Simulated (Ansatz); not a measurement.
Molecule: C₂H₅Br₃GeO, charge 0, multiplicity 1. SMILES: [O](CC)[Ge]([Br])([Br])[Br]
Coordinates optimised at B3LYP-D3(BJ)/def2-TZVP (Ansatz, a quantum-chemistry and plane-wave program):
```
O
C 1 1.4392
H 2 1.0940 1 109.55
H 2 1.0940 3 108.18 1 -119.37
C 2 1.5123 3 110.83 4 -121.69
H 5 1.0903 2 110.58 3 179.93
H 5 1.0903 6 108.55 2 -121.46
H 5 1.0919 6 108.60 7 -117.89
Ge 1 1.7562 2 120.47 3 -59.26
Br 9 2.2890 1 106.07 2 -180.00
Br 9 2.3110 1 110.19 2 -59.89
Br 9 2.3110 1 110.19 2 59.89
```

Wanted: vertical electron affinity (to the doublet state of charge -1; a negative value means that the extra electron is unbound and the number depends on the basis; each state is the SCF solution reached for its spin), in eV. Cores are frozen in the correlated levels unless marked. Open shells are spin-unrestricted. No spin-orbit coupling. Frozen are the shells of the preceding noble gas and the d and f shells that filled before the atom's block. Non-relativistic. Anions need diffuse functions: aug- sets have them; def2-D sets add few. 

```
level                 program  vertical electron affinity (eV)
--------------------  -------  -------------------------------
HF/aug-cc-pVTZ         Ansatz                            -0.27
r2SCAN/def2-TZVPD      Ansatz                             0.92
CAM-B3LYP/def2-TZVPD   Ansatz                             0.93
wB97X/def2-TZVPD       Ansatz                             0.70
MP2/aug-cc-pVDZ        Ansatz                             0.47
CCSD(T)/aug-cc-pVDZ    Ansatz                             0.47
```
